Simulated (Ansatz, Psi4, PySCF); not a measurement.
F5Sb, charge +1, doublet, at a GFN2-xTB geometry (a state made from the parent by changing its charge; the spin is typed, not shown lowest) (all electrons, no relativity). Base run: PySCF with PBE0/STO-3G.

Geometry (Å):
```xyz
6

Sb     0.0096    -0.0030    -0.0142
F      1.0039    -0.6414     1.5771
F     -1.5735     0.9004    -0.7933
F      0.6024     1.8214     0.4852
F      1.0853    -0.5005    -1.4864
F     -1.1727    -1.5628     0.2981
```
Charge +1, spin multiplicity 2.
Orbitals are unrestricted.
All else is at PySCF's defaults.

The same geometry, method and basis name were run in Ansatz (a first-principles code) and Psi4 and PySCF, at each program's defaults and at the settings that a row names. The base is PySCF at its defaults. Differences at the defaults can come from grids, fitting, cores and function types together.

```tsv
code and settings	ΔE vs base (mEh)	basis functions	E (Eh)	SCF cycles
PySCF, defaults (exact integrals, its default grid, spherical functions)	0.000	52	-6744.31499	27
Ansatz, defaults (factorised integrals, its default grid, spherical functions)	0.004	52	-6744.31499	-
PySCF, fine grid	0.009	52	-6744.31498	26
Psi4, exact integrals, spherical functions, fine grid	0.042	52	-6744.31495	31
Ansatz, high accuracy	-0.001	52	-6744.31499	-
```

Open shells are given as the SCF converged; they aren't shown to be the lowest states, and a large step between rows can be another state.
